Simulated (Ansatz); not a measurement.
**Energy profile**

The step: SiN₂H₄F₂ ([NH2][Si]([NH2])([F])[F]) → SiNHF₂ ([NH][Si]([F])[F]) + NH₃ (still joined by a long Si–N bond); bonds formed: N2–H4; bonds broken: N3–H4; bonds weakened to dative contacts: Si1–N2 (atoms numbered as in the saddle structure below).

| atom | x (Å) | y (Å) | z (Å) |
| --- | --- | --- | --- |
| Si1 | -0.3267 | -0.0933 | 0.7104 |
| N2 | 1.0244 | 0.0352 | -0.5230 |
| N3 | -1.3454 | 0.1368 | -0.5252 |
| H4 | -0.0184 | 0.1714 | -1.1301 |
| F5 | -0.0395 | 0.9782 | 1.8491 |
| F6 | -0.1443 | -1.4727 | 1.4791 |
| H7 | 1.6306 | 0.8451 | -0.4926 |
| H8 | 1.5605 | -0.7954 | -0.7402 |
| H9 | -2.3411 | 0.1948 | -0.6276 |

Electronic energies by CCSD(T) at an estimated basis limit (MP2 extrapolated from triple and quadruple zeta, plus CCSD(T) − MP2 in triple zeta), on PBE0-D4/def2-TZVP structures; SiN2H4F2, singlet; no counterpoise correction. Program: Ansatz 0.2.0. Basis: def2-TZVPP and def2-QZVPP. Cores are frozen in the correlated methods. Extrapolation: Hartree–Fock as exp(−7.88 √X), correlation as X^−2.97.

(1) Give the profile in kJ/mol, counted from the start structure. (Judge from chemistry; the value comes from the calculation.)

The T1 diagnostic stays at or below 0.015.

Results:

(1) Computed:
| point | kJ/mol |
| --- | --- |
| start structure | 0.0 |
| saddle | 234.7 |
| end structure | 191.6 |
| separated: SiNHF2 (linked as [NH][Si]([F])[F]; Si1, N3, F5, F6, H9; singlet) + NH3 (N2, H4, H7, H8; singlet) | 351.3 |

For scale, one of the runs: CCSD(T)/def2-TZVPP, 222 basis functions, launched by `ansatz run in.yaml --threads 4 --pin off --events-out ev --progress --plain --max-ram 9574MiB`. The run took 110 s on 4 CPU threads of an Arm Neoverse V2 (shared host), with 3.7 GiB of host memory at its peak.
